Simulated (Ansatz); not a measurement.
Consider the cleavage of the Si–Si bond: `O[SiH2][SiH](Cl)Cl` + `N=CF` → `O[SiH2]/N=C/F` + `Cl[SiH2]Cl`.

Isolated molecules relaxed with PBE0-D4/def2-TZVP in Ansatz; ΔE leaves out vibrations. CBS: MP2 limit from def2 TZ/QZ plus the TZ coupled-cluster correction, frozen cores. This one scheme is used for every species. DFT in def2-TZVPP. One conformer a species, not always the lowest.

`O[SiH2][SiH](Cl)Cl`:

Cartesian coordinates in Å:
```
O -0.326 -2.040 0.313
Si 0.588 -0.856 -0.377
Si -0.116 1.243 0.401
Cl 0.639 2.728 -0.797
Cl -2.176 1.232 0.269
H -1.279 -1.956 0.243
H 1.993 -1.128 0.007
H 0.464 -0.824 -1.860
H 0.212 1.601 1.800
```

`N=CF`:

Z-matrix (Å, degrees):
```
C
N 1 1.242
F 1 1.328 2 120.0
H 1 1.092 2 129.8 3 -180.0
H 2 1.016 1 110.6 3 -180.0
```

`O[SiH2]/N=C/F`:

Cartesian coordinates in Å:
```
O -0.821 1.387 1.416
Si -0.038 0.017 0.985
N -0.369 -0.339 -0.678
C 0.459 -0.473 -1.583
F 0.084 -0.736 -2.838
H -1.765 1.431 1.252
H 1.400 0.287 1.237
H -0.503 -1.164 1.752
H 1.551 -0.409 -1.544
```

`Cl[SiH2]Cl`:

```xyz
5

Cl    0.490   -1.900    0.073
Si    0.079    0.094   -0.069
Cl   -1.639    0.530    0.942
H    -0.118    0.431   -1.492
H     1.188    0.846    0.547
```

| level | ΔE (kJ/mol) | difference from CCSD(T)/CBS |
| --- | --- | --- |
| revPBE-D4 | -50.9 | 19.5 |
| PBE | -54.3 | 16.1 |
| PBE0 | -60.8 | 9.6 |
| HF/def2-SVP | -83.6 | -13.2 |
| MP2/def2-SVP | -77.6 | -7.2 |
| CCSD(T)/def2-SVP | -68.4 | 2.0 |
| HF/def2-TZVPP | -90.4 | -20.0 |
| SCS-MP2/def2-TZVPP | -82.0 | -11.6 |
| HF/CBS(def2) | -91.7 | -21.3 |
| MP2/CBS(def2) | -79.3 | -8.9 |
| CCSD(T)/CBS | -70.4 | 0 |

Largest T1 diagnostic among the species: 0.013.

Leaving LDA and LC-ωPBE aside and taking each functional with its dispersion term where it has one, the values, not all of them listed here, spread over 26.4 kJ/mol, from B2PLYP to PBE-D4. LDA lies −3.7 kJ/mol from PBE without D4. In def2-TZVPP, CCSD(T) changes the Hartree–Fock value by +18.1 kJ/mol (the triples alone add +2.0 kJ/mol) and MP2 by +9.1 kJ/mol. From BLYP to BHLYP (50 % exact exchange), in def2-TZVPP and without D4, ΔE moves by −12.7 kJ/mol.

CCSD(T)/CBS has its own doubt, a few kJ/mol and more with outer-core shells, so smaller differences from it don't rank the levels.
